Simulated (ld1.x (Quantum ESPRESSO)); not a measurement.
**Which change was made? (Ge, TM semilocal)**

Ge (Z = 32), norm-conserving Troullier–Martins (semilocal form), made with ld1.x (Quantum ESPRESSO) 7.5 (PW91, scalar-relativistic). Core [Ar] 3d10, reference 4s2 4p2. Waves: 4s (bound): rc 1.75 bohr; 4p (bound): rc 1.55 bohr. Local part: the p channel. Core correction: none.

Cutoffs, loose and tight: the cutoffs (Ry, on a coarse ladder) from which the occupation-weighted sum of valence levels, in a spherical-Bessel basis at the reference potential, stays within 10 and 1 mRy of its value at 400 Ry. They do not see the model core or the augmentation charge, which bear on the density cutoff. Test errors are all-electron minus pseudo excitation energies from the reference, over the configurations 4s2 4p1; 4s2 4p0; 4s1 4p0; 4s2 4p1.5; 4s1 4p3; 4s0 4p4; 4s1 4p2; variants that change the core or the reference have their own tests.

The base gives: outcome: generated; cutoff, loose: 35 Ry; cutoff, tight: 60 Ry; bound ghosts: none; largest test error (meV): +78.

Problem. After one change the result is: outcome: generated; cutoff, loose: 50 Ry; cutoff, tight: 140 Ry; bound ghosts: none; largest test error (meV): +89. Which change was it?
A. wave 4s (bound): rc 1.75 bohr becomes 4s (bound): rc 1.30 bohr
B. wave 4s (bound): rc 1.75 bohr becomes 4s (bound): rc 1.10 bohr
C. wave 4s (bound): rc 1.75 bohr becomes 4s (bound): rc 2.30 bohr

Solution. A. The others give: wave 4s (bound): rc 1.75 bohr becomes 4s (bound): rc 1.10 bohr → outcome: generated; cutoff, loose: 180 Ry; cutoff, tight: 300 Ry; bound ghosts: none; largest test error (meV): +202 | wave 4s (bound): rc 1.75 bohr becomes 4s (bound): rc 2.30 bohr → outcome: generated; cutoff, loose: 30 Ry; cutoff, tight: 50 Ry; bound ghosts: none; largest test error (meV): +83.
